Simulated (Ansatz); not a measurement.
C2H5BO2, SMILES `CC1OB1O` at its PBE0-D4/def2-TZVP geometry, where that method's forces vanish. The species carries charge 0 and has multiplicity 1.

```xyz
10

C     0.1822    1.1651   -0.7598
C    -0.0218   -0.2990   -0.5244
O     1.1629   -1.0052    0.1170
B     0.0287   -0.9855    0.8200
O    -0.3759   -1.4300    2.0206
H     0.5363    1.6743    0.1384
H     0.9034    1.3414   -1.5630
H    -0.7658    1.6230   -1.0566
H    -0.3546   -0.8506   -1.4029
H    -1.2953   -1.2336    2.2106
```

(1) What forces (eV/Å) does PBE-D4/def2-TZVPP give on these atoms in Ansatz? (An estimate is asked.)

Results:

(1) The calculation gave: 
```
C1   0.000 -0.013 -0.006
C2  -0.378  0.239 -0.185
O3   0.954 -0.293 -0.061
B4  -0.389  0.102  0.009
O5   0.287 -0.287  0.425
H6   0.063  0.114  0.176
H7   0.144  0.058 -0.173
H8  -0.182  0.106 -0.063
H9  -0.078 -0.113 -0.210
H10 -0.422  0.089  0.087
```
